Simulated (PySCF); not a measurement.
## Mn²⁺: excitation energy

Mn²⁺ [Ar] 3d5 (6S) → Mn²⁺ [Ar] 3d4 4p1 (high-spin determinant), as a difference of total energies. Calculation: PySCF 2.14, in aug-cc-pVDZ-DK; the spin-free X2C one-electron Hamiltonian (Gaussian nucleus). Correlated levels: valence: [Ar] frozen. The calculations carry no spin-orbit coupling.

| method | excitation energy (eV) |
| --- | --- |
| UHF | 13.128 |
| LDA | 13.722 |
| PBE | 13.444 |
| PBE0 | 13.562 |
| r2SCAN | 13.560 |
| wB97X | 13.733 |
| r2SCAN0 | 13.638 |
| TPSSh | 13.465 |
| wB97M-V | 13.579 |
| MP2 (valence) | 13.704 |
| SCS-MP2 (valence) | 13.320 |

Problem. How much does correlation contribute at MP2 (valence)?

Solution. 13.704 − (13.128) = 0.576 eV, measured against UHF.

A first-order spin-orbit estimate (lowest level to lowest level, LS coupling) adds -0.102 eV.

The determinant of the upper state mixes LS terms, which raises its energy above the lowest term, most at the Hartree-Fock and MP2 levels.
